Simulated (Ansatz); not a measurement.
C6H12BO2 (SMILES CC1(C)O[B]OC1(C)C), doublet, geometry from GFN2-xTB; Ansatz (a first-principles code) with BHLYP/6-31G*.

Input for Ansatz:
Ansatz 0.2 input:
```yaml
crystal:
  periodic: [false, false, false]
  atoms:
    - {symbol: C, position_ang: [1.48710897, 1.20539539, -0.61618094]}
    - {symbol: C, position_ang: [0.77466121, -0.07431944, -0.17081065]}
    - {symbol: C, position_ang: [1.27822759, -1.24732067, -1.00515083]}
    - {symbol: O, position_ang: [1.14641932, -0.29412177, 1.21015392]}
    - {symbol: B, position_ang: [0.09393638, 0.01824653, 1.99808540]}
    - {symbol: O, position_ang: [-1.02808914, 0.31710664, 1.30680277]}
    - {symbol: C, position_ang: [-0.78733229, 0.07185816, -0.09871123]}
    - {symbol: C, position_ang: [-1.53732232, -1.21514900, -0.45188832]}
    - {symbol: C, position_ang: [-1.36795313, 1.22989207, -0.90336734]}
    - {symbol: H, position_ang: [2.55859468, 1.06595559, -0.49202134]}
    - {symbol: H, position_ang: [1.18462008, 2.04516570, 0.00410776]}
    - {symbol: H, position_ang: [1.27837026, 1.42611539, -1.65918394]}
    - {symbol: H, position_ang: [0.92367057, -2.19405612, -0.61047442]}
    - {symbol: H, position_ang: [2.36503208, -1.25741367, -0.97697224]}
    - {symbol: H, position_ang: [0.95426780, -1.14070787, -2.03743575]}
    - {symbol: H, position_ang: [-2.59255428, -1.07255202, -0.23032048]}
    - {symbol: H, position_ang: [-1.42716054, -1.45501693, -1.50567776]}
    - {symbol: H, position_ang: [-1.17725806, -2.04373567, 0.15248709]}
    - {symbol: H, position_ang: [-0.97874581, 2.18335811, -0.56101033]}
    - {symbol: H, position_ang: [-1.14217070, 1.10420896, -1.95937607]}
    - {symbol: H, position_ang: [-2.44732959, 1.24142792, -0.77354717]}
basis:
  gaussian:
    orbitals: 6-31G*
hamiltonian:
  xc: {name: BHLYP}
magnetization: {spin_polarized: true, initial_magnetization: 1}
accuracy: high
```

It wrote (shortened):

```
Functional definition: BHLYP
3966 factors; integrals over basis functions are off by at most 3.4e-9 eV
mean field evaluation 1: about -11174.1918 eV, gradient 4.4e1 eV
mean field evaluation 2: about -11176.3741 eV, gradient 4.0e1 eV
mean field evaluation 4: about -11182.3564 eV, gradient 1.9e0 eV
mean field evaluation 8: about -11182.4443 eV, gradient 1.4e-1 eV
mean field evaluation 16: about -11182.4444 eV, gradient 2.6e-4 eV
mean field -11182.44441959 eV, -410.9472526870 hartree, gradient 7.0e-8 eV, S^2 0.751591; 0 other end points of the search recorded, 0 dependent functions left out
reference -11182.44444930 eV, -410.9472537787 hartree; 35, 34 occupied and 124, 125 virtual orbitals, 3966 factors
Total energy: -11182.44444930 eV, -410.9472537787 hartree
```
